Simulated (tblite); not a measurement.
Species: C5H11FSSi2.
Numbering: `[CH3:1][SiH2:2][C:3]1=[CH:4][S:5][CH2:6][SiH2:7][C@@H:8]1[F:9]` (hydrogens: H10, H11, H12 on C1; H13, H14 on Si2; H15 on C4; H16, H17 on C6; H18, H19 on Si7; H20 on C8)

Computed geometry: GFN2-xTB, gas phase.

Some entries are withheld. Bonds in one row agree within 0.01 Å.

```
            coordinate    value
                C1–Si2        ?
                Si2–C3  1.894 Å
                 C3=C4  1.331 Å
                 C4–S5  1.752 Å
                 S5–C6        ?
                C6–Si7  1.900 Å
                Si7–C8        ?
                 C8–F9  1.396 Å
                 C3–C8        ?
C1–H10, C1–H11, C1–H12  1.086 Å
               Si2–H13  1.468 Å
               Si2–H14  1.465 Å
                C4–H15  1.080 Å
                C6–H16  1.087 Å
                C6–H17  1.090 Å
               Si7–H18  1.462 Å
               Si7–H19  1.461 Å
                C8–H20  1.100 Å
             C1–Si2–C3        ?
             Si2–C3–C4   120.9°
             Si2–C3–C8        ?
              C4–C3–C8   123.2°
              C3–C4–S5   132.5°
              C4–S5–C6   107.7°
             S5–C6–Si7   112.2°
             C6–Si7–C8   100.3°
             Si7–C8–F9   110.3°
             C3–C8–Si7        ?
              C3–C8–F9   109.3°
```

Question: Estimate the withheld lengths and angles.

Answer: 
- C1–Si2 = 1.898 Å, drawn single (Si-methyl carbon to SiH2 silicon); 0.03 Å above the sum of covalent radii, 1.87 Å.
- S5–C6 = 1.828 Å, drawn single (sulfide sulfur to sp3 carbon bound to sulfur); 0.02 Å above the sum of covalent radii, 1.81 Å.
- Si7–C8 = 1.916 Å, drawn single (SiH2 silicon to sp3 C–F carbon); 0.05 Å above the sum of covalent radii, 1.87 Å.
- C3–C8 = 1.496 Å, drawn single (fully substituted alkene carbon to sp3 C–F carbon); 0.01 Å above the sum of covalent radii, 1.49 Å.
- C1–Si2–C3 = 109.3°, at the SiH2 silicon; the outer atoms are 3.094 Å apart.
- Si2–C3–C8 = 115.9°, at the fully substituted alkene carbon; the outer atoms are 2.881 Å apart.
- C3–C8–Si7 = 112.4°, at the sp3 C–F carbon, inside a 6-membered ring; the outer atoms are 2.846 Å apart.

Radii are Cordero's, carbon taken as 0.76, 0.73 or 0.69 Å for four, three, and two or fewer neighbours.

Its GFN2-xTB frequencies are all real (lowest 35 cm⁻¹). One conformer, not necessarily the lowest (C1–Si2–C3–C4 -123°, C3–C4–S5–C6 6°, C4–S5–C6–Si7 25°, S5–C6–Si7–C8 -52°, C6–Si7–C8–F9 -177°).

The run took 3.0 s wall on an Arm Neoverse N1 with one thread, no GPU, shared host with 64 logical CPUs at a one-minute load of 61. That covers the optimisation of the geometry.
